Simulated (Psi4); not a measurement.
Conformational energy of SMILES C#C[SiH2][SiH2]Br (C₂H₅BrSi₂). Scanned: dihedral C2–Si3–Si4–Br5; all other coordinates were relaxed at B3LYP-D3(BJ)/def2-SVP. Points at φ and −φ are mirror images. Heavy atoms are numbered in the order of the SMILES C#C[SiH2][SiH2]Br, hydrogens after them in the order of the atoms that carry them; the mirror image has the same energies with the sign of each dihedral reversed.

Levels: PBE/def2-TZVP // B3LYP-D3(BJ)/def2-SVP (Psi4); MP2/cc-pVTZ = DF-MP2 (frozen core)/cc-pVTZ // B3LYP-D3(BJ)/def2-SVP run with Psi4.

Energies relative to the lowest point of each profile, in kJ/mol:

| φ / ° | PBE/def2-TZVP |
|---|---|
| -150 | 2.46 |
| -120 | 5.30 |
| -90 | 3.65 |
| -60 | 2.18 |
| -30 | 5.17 |
| 0 | 7.67 |
| 30 | 5.17 |
| 60 | 2.18 |
| 90 | 3.65 |
| 120 | 5.30 |
| 150 | 2.46 |
| 180 | 0.00 |

### Question
Predict the corresponding MP2/cc-pVTZ column.

### Answer
-150: 2.71; -120: 5.71; -90: 3.26; -60: 0.69; -30: 3.55; 0: 6.31; 30: 3.55; 60: 0.69; 90: 3.26; 120: 5.71; 150: 2.71; 180: 0.00 (kJ/mol).
